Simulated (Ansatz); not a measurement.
`B[SiH2]OC[SiH3]` + `OB(S)Cl` → `[SiH3]OB(S)Cl` + `B[SiH2]OC`  (ligand exchange at the Si–C bond)

Isolated molecules relaxed with PBE0-D4/def2-TZVP in Ansatz; ΔE leaves out vibrations. CCSD(T)/CBS adds triple-zeta CCSD(T) − MP2 to the extrapolated MP2 energy (def2 sets, frozen cores). Functionals use def2-TZVPP. B3LYP here is the variant with VWN-RPA as its local correlation; programs differ in this. One conformer a species, not always the lowest.

```
          level  ΔE (kJ/mol)  difference from CCSD(T)/CBS
         PBE-D4        -86.9                         16.5
      r2SCAN-D4        -99.5                          3.9
       B3LYP-D4       -104.0                         -0.6
        ωB97M-V        -99.0                          4.4
         B2PLYP       -105.7                         -2.3
           PBE0        -93.2                         10.2
 MP2/def2-TZVPP       -105.7                         -2.3
CCSD/def2-TZVPP       -104.8                         -1.4
 MP2/def2-QZVPP       -107.0                         -3.6
 CCSD/CBS(def2)       -106.0                         -2.6
    CCSD(T)/CBS       -103.4                            0
```

Largest T1 diagnostic among the species: 0.012.

From PBE to PBE0 (25 % exact exchange), in def2-TZVPP and without D4, ΔE moves by −6.4 kJ/mol. In def2-TZVPP, CCSD(T) changes the Hartree–Fock value by +20.7 kJ/mol (the triples alone add +2.6 kJ/mol) and MP2 by +17.2 kJ/mol.
